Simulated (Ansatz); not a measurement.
Reactions of `ClC1(Cl)O[SiH2]1`.

Gas-phase electronic energies from Ansatz, PBE0-D4/def2-TZVP geometries. CCSD(T)/CBS adds triple-zeta CCSD(T) − MP2 to the extrapolated MP2 energy (def2 sets, frozen cores). This one scheme is used for every species, atoms too. Functionals use def2-TZVPP. No spin–orbit coupling; open shells (•) take unrestricted orbitals. Spin–orbit coupling would lower the free atoms: a little for C, Cl, O, Si. Bonds to Br are less sure, by a few kJ/mol each and by 10 to 20 or more in all where they break to atoms, as the def2 sets lack core-valence functions. Scalar relativity is left out up to krypton.

| reaction | B2PLYP (eV) |
| --- | --- |
| `ClC1(Cl)O[SiH2]1` + HBr → `ClC1(Br)O[SiH2]1` + HCl | -0.05 |
| `ClC1(Cl)O[SiH2]1` + H₂ → `ClC1O[SiH2]1` + HCl | -0.91 |
| `ClC1(Cl)O[SiH2]1` + H–F → `FC1(Cl)O[SiH2]1` + HCl | -0.07 |
| `ClC1(Cl)O[SiH2]1` → C• + 2 Cl• + 2 H• + O• + Si• | 23.12 |

**Question.** Give the CCSD(T)/CBS values in the same order. (Estimate.)

**Answer.** Ansatz gave: -0.06, -0.87, 0.05, 23.62 eV.

Largest T1 diagnostic: 0.014, for `FC1(Cl)O[SiH2]1`.
